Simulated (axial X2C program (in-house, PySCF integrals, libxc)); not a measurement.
# What spin–orbit coupling does to PSe⁻

Calculated with an axial X2C code built on PySCF integrals. Spin-free means the one-electron spin-free X2C Hamiltonian; two-component (2c) means X2C with spin–orbit coupling and atomic mean-field two-electron Coulomb and Gaunt terms, so the difference of the two also holds small scalar two-electron terms. Basis: Se dyall-acv3z [9s10p7d5f1g], P dyall-av3z [9s8p3d2f] (cores contracted in-house); Gaussian nuclei, density fitting, unrestricted open shells. Masses: Se 79.917 u, P 30.974 u.

Spin-free state: M_S = 1, Λ = 0 (beyond evenly filled blocks: π+α, π-α); fragments Se- + P.

| level | Re (Å) | ωe (cm⁻¹) | De (eV) | μ (D) |
| --- | --- | --- | --- | --- |
| PBE0 | 2.143 | 473.9 | 3.572 | -2.16 |
| HF | 2.153 | 466.9 | 1.726 | -1.14 |
| CCSD | 2.156 | 466.1 | 3.051 | n/a |
| CCSD(T) | 2.163 | 459.2 | 3.220 | n/a |
| r2SCAN0 | 2.134 | 482.7 | 3.459 | -2.07 |

Correlated methods: 12 electrons correlated (number of frozen shells: Se 3 s, 2 p, 1 d; P 2 s, 1 p), 246 virtual spin orbitals or spinors in MP2, 90 natural virtuals in coupled cluster.

Dipoles are positive if P is the positive end and refer to the centre of mass.

Two-component determinant lowest at the distance of the search:

Ω = 1 (⟨Sz⟩ = 1.00, ⟨Lz⟩ = 0.00 at HF); fragments Se- + P.

| level | Re (Å) | ωe (cm⁻¹) | De (eV) | μ (D) |
| --- | --- | --- | --- | --- |
| PBE0 | 2.143 | 472.9 | 3.536 | -2.17 |
| HF | 2.154 | 465.7 | 1.635 | -1.15 |
| CCSD | 2.157 | 465.1 | 2.969 | n/a |
| CCSD(T) | 2.164 | 458.3 | 3.134 | n/a |
| r2SCAN0 | 2.135 | 481.9 | n/a | -2.07 |

(1) From the two tables, how do the constants change at the CCSD(T) level (2c against spin-free)?

The state is one determinant whose occupation by symmetry is held fixed; it was picked as the lowest of a PBE0 search that is not exhaustive. De is counted from the lowest determinant-based energies of the atoms at the same level, without counterpoise correction. De is not given where an atomic determinant may have missed its ground term or J level, or where the truncated virtual space spoils (T). Density functionals use the spin component along the axis (collinear). CCSD and (T) use frozen natural virtuals with an MP2 correction for the truncation; (T) itself is uncorrected, so its De runs slightly low. PBE0 can misorder states that lie within some tenths of an eV, so this need not be the ground state of the molecule. The nearest other spin-free determinant of the search, M_S = 0, Λ = 2, lies 0.64 eV up at the distance of the search. Without a current term, density functionals place determinants with orbital angular momentum somewhat too high. With several unpaired electrons one determinant need not be a pure state. Open-shell Ω = 0 determinants with evenly filled partner blocks cannot be reached by this program, so the Ω shown need not be the lowest component. This is the Ω = 1 component of a π² triplet; the 0⁺ component is not one determinant and can lie lowest. The highest occupied level of some functionals is positive through self-interaction error; at Hartree–Fock it is bound. Hartree–Fock gets electron affinities wrong, so its lowest charge split need not be the true one.

Answers

(1) At the CCSD(T) level Re rises by 0.001 Å and ωe drops by 0.9 cm⁻¹; De changes by -0.086 eV.
